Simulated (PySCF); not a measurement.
Unrelated species, one level of theory. Method: PySCF 2.14.0, density-fitted response routines, TDDFT PBE0/def2-SVPD, vertical, gas phase, core orbitals frozen in the response. Geometries: GFN2-xTB; one conformer of each isolated species. Triplets are in the Tamm–Dancoff approximation.

Problem. Rank by computed LUMO energy, lowest first.
A. `CCC[C@@H](C=O)OC`
B. `CC(C)[C@H](C)OC=O`
C. `[SiH3]/C=C(\[SiH3])Cl`
D. `COC(=O)OC`
E. `[SiH3][C@@H](F)C=C`
F. `CC(=O)OCC(C)C`

Solution. C (-1.30 eV), A (-1.04 eV), E (-0.34 eV), B (0.11 eV), F (0.29 eV), D (0.56 eV).

```json
{"SMILES": "[SiH3]/C=C(\\[SiH3])Cl", "LUMO (eV)": "-1.30", "gap (eV)": "6.42", "α (au)": "94.8", "f (S1)": "0.251", "T1 (eV)": "3.74", "S1 mainly": "H→L (95%)"}
{"SMILES": "CCC[C@@H](C=O)OC", "LUMO (eV)": "-1.04", "gap (eV)": "6.25", "α (au)": "81.2", "f (S1)": "0.001", "T1 (eV)": "3.46", "S1 mainly": "H→L (93%)"}
{"SMILES": "C=C[C@H](F)[SiH3]", "LUMO (eV)": "-0.34", "gap (eV)": "7.12", "α (au)": "66.2", "f (S1)": "0.286", "T1 (eV)": "4.18", "S1 mainly": "H→L (89%)"}
{"SMILES": "CC(C)[C@H](C)OC=O", "LUMO (eV)": "0.11", "gap (eV)": "8.36", "α (au)": "79.7", "f (S1)": "0.002", "T1 (eV)": "5.37", "S1 mainly": "H→L (97%)"}
{"SMILES": "CC(=O)OCC(C)C", "LUMO (eV)": "0.29", "gap (eV)": "8.29", "α (au)": "80.1", "f (S1)": "0.001", "T1 (eV)": "5.40", "S1 mainly": "H→L (94%)"}
{"SMILES": "COC(=O)OC", "LUMO (eV)": "0.56", "gap (eV)": "9.13", "α (au)": "49.2", "f (S1)": "0.000", "T1 (eV)": "6.67", "S1 mainly": "H→L+1 (99%)"}
```

H and L stand for HOMO and LUMO.

- `[SiH3]/C=C(\[SiH3])Cl`: Löwdin shares by element: HOMO carbon 53%, chlorine 31%, silicon 6% or more; LUMO carbon 59%, silicon 20% (atoms not listed hold the other 21%).
- `CCC[C@@H](C=O)OC`: Löwdin shares by element: HOMO oxygen 57%, carbon 25% or more (atoms not listed hold the other 17%); LUMO carbon 46% or more, oxygen 34% or more, hydrogen 6% or more.
- `C=C[C@H](F)[SiH3]`: Löwdin shares by element: HOMO carbon 69%, silicon 10% (atoms not listed hold the other 21%); LUMO carbon 66%, silicon 10% (atoms not listed hold the other 24%).
- `CC(C)[C@H](C)OC=O`: S1 has the pattern of n→π* at C=O.
- `CC(=O)OCC(C)C`: S1 has the pattern of n→π* at C=O.
- `COC(=O)OC`: Löwdin shares by element: HOMO oxygen 91%, carbon 6% or more; LUMO carbon 54%, oxygen 8% or more (atoms not listed hold the other 38%).
